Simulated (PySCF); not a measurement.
**Core binding energy against partial charge**

C₆H₆S₂.
Cartesian coordinates in Å at the PBE0-D3(BJ)/def2-SVP level; atoms count from 1:
```xyz
14
C6H6S2 angstrom
C     -2.268    0.522    0.213
C     -1.362   -0.554   -0.311
S     -1.941   -2.030   -0.731
C      0.048   -0.225   -0.430
C      1.083   -1.028   -0.883
C      2.337   -0.383   -0.865
C      2.256    0.911   -0.399
S      0.659    1.343    0.019
H     -3.302    0.161    0.262
H     -2.225    1.413   -0.436
H     -1.948    0.841    1.220
H      0.896   -2.051   -1.210
H      3.271   -0.847   -1.183
H      3.066    1.631   -0.282
```

Binding energies: PySCF, delta-SCF UKS SCAN, pcX-2 on the ionised atom, pcseg-1 elsewhere, spin-free X2C. Charges: PBE0/pcSseg-1 ground-state density, for the ionised atom.

| atom | environment | C 1s (eV) | Mulliken (e) | IAO (e) | Hirshfeld (e) | ESP (e) |
| --- | --- | --- | --- | --- | --- | --- |
| C5 | aromatic CH carbon | 290.45 | +0.025 | -0.136 | -0.049 | -0.027 |
| C6 | aromatic CH carbon | 290.66 | -0.037 | -0.177 | -0.064 | -0.252 |
| C7 | aromatic CH next to a ring sulfur | 290.91 | -0.267 | -0.298 | -0.066 | -0.193 |
| C1 | methyl carbon | 290.95 | -0.191 | -0.433 | -0.126 | -0.252 |
| C4 | substituted aromatic carbon | 291.09 | -0.314 | -0.173 | -0.043 | -0.026 |

Task: Give the correlation coefficient and slope of binding energy on charge for each scheme.

Result: ESP: r = -0.11, slope -0.2 eV per e; Hirshfeld: r = -0.24, slope -1.8 eV per e; IAO: r = -0.49, slope -1.0 eV per e; Mulliken: r = -0.96, slope -1.7 eV per e. On 5 points no scheme stands out.

Task: The point-charge model writes a binding energy as kq + V + constant, with V the potential of the other atoms' charges at the site. What does it give with the Mulliken charges?

Result: V = Σ 14.40 eV Å × q/r over all other atoms: -1.79 eV at C5, -0.21 eV at C6, +3.23 eV at C7, +2.72 eV at C1, +0.85 eV at C4. Fitting binding energy − V to q gives k = 9.3 eV per e and leaves an rms residual of 1.18 eV, against 0.06 eV for the fit on q alone. The model has no term for differences in relaxation between sites.

The structure is a single PBE0-D3(BJ)/def2-SVP conformer in the gas phase; no vibrational or solvent corrections.
